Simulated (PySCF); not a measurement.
Correlation energy of C²⁺ (carbon, charge +2)

[He] 2s2, closed-shell 1S. Computed with PySCF 2.14 in def2-SVP, with the non-relativistic Hamiltonian (point nucleus). Frozen: 1s2; 2 electrons correlated.

Total MP2 correlation energy: -40.09 mhartree.

Same-spin part 0.00 and opposite-spin part -40.09 mhartree; SCS-MP2 scales them by 1/3 and 6/5 to -48.11 mhartree.

With two correlated electrons CCSD is exact within the correlated space (frozen core and kept virtual orbitals).

```csv
level,correlation energy (mhartree)
CCSD,-73.14
```

Diagnostics: T1 = 0.0091, D1 = 0.0129, largest double amplitude 0.163.

Question: Is a single reference adequate?

Answer: Not fully. A double-excitation amplitude exceeds 0.15, a sign of near-degeneracy.
